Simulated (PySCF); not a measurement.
Solvent effects on NMR parameters

Atoms are numbered as in `[CH3:1][C:2](=[O:3])[c:4]1[cH:5][cH:6][c:7]([CH2:8][F:9])[cH:10][cH:11]1`. Each H is labelled by its parent atom.

GIAO PBE0/pcSseg-1 in PySCF 2.14.0 with density-fitted response routines on one PBE0-D3(BJ)/def2-SVP conformer, non-relativistic, equivalent nuclei averaged. Solvents enter as an IEF-PCM continuum (dichloromethane with ε = 8.9, water with ε = 78.4) around the gas-phase geometry. Shifts are referred to TMS, CFCl3 computed in the same medium.

In dichloromethane, δ in ppm: C2 203.4, C7 152.8, C4 138.9, C5/C11 135.9, C6/C10 128.6, C8 85.8, C1 29.3, F9 -259.5, H(C5)/H(C11) 8.34, H(C6)/H(C10) 7.66, H(C8) 5.85, H(C1) 2.73. Dipole moment 2.51 D.

Question: How does each δ change in the more polar medium?

Answer: 
```tsv
atoms	environment	Δδ, water
C2	ketone carbonyl carbon	+1.1
C7	substituted aromatic carbon	+0.7
C4	substituted aromatic carbon	0.0
C5/C11	aromatic CH	+0.2
C6/C10	aromatic CH	+0.3
C8	sp3 CH2 bonded to F, on an aromatic ring	+0.3
C1	methyl carbon α to a carbonyl	+0.4
F9	fluorine on an sp3 carbon	-0.3
H(C5)/H(C11)	hydrogen on an aromatic CH	+0.03
H(C6)/H(C10)	hydrogen on an aromatic CH	+0.04
H(C8)	hydrogen on an sp3 CH2 bonded to F, on an aromatic ring	+0.04
H(C1)	hydrogen on a methyl carbon α to a carbonyl	+0.03
```

Changes are relative to dichloromethane. The dipole moment becomes 2.66 D in water.

Question: Which nuclei move most (in ppm), and what does the model miss?

Answer: C2 (ketone carbonyl carbon, +1.1 ppm) in water. A continuum only polarises the solute; specific hydrogen bonds, the anisotropy of aromatic solvents and changes of geometry or conformer are outside it.
